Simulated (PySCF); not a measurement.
C₃H₆O₂Si, SMILES O=C1CC[SiH2]O1.

Geometry: B3LYP-D3(BJ)/def2-SVP. The values are those of a single conformer.

Two levels are set side by side: PBE/def2-TZVP (PySCF) and r2SCAN/def2-TZVP (PySCF). Same geometry, gas phase. Differences are taken from unrounded values.

| quantity | r2SCAN | PBE | PBE minus r2SCAN |
|---|---|---|---|
| orbital gap (eV) | 5.90 | 5.27 | -0.63 |
| highest occupied level (eV) | -6.64 | -6.33 | 0.31 |
| lowest empty level (eV) | -0.75 | -1.06 | -0.31 |
| dipole moment (D) | 4.41 | 4.26 | -0.15 |
| mean polarisability (bohr³) | 63.0 | 64.9 | 1.9 |

Rough cost on one machine, each run with all the roots and properties that it gave: r2SCAN against PBE about 3 times.
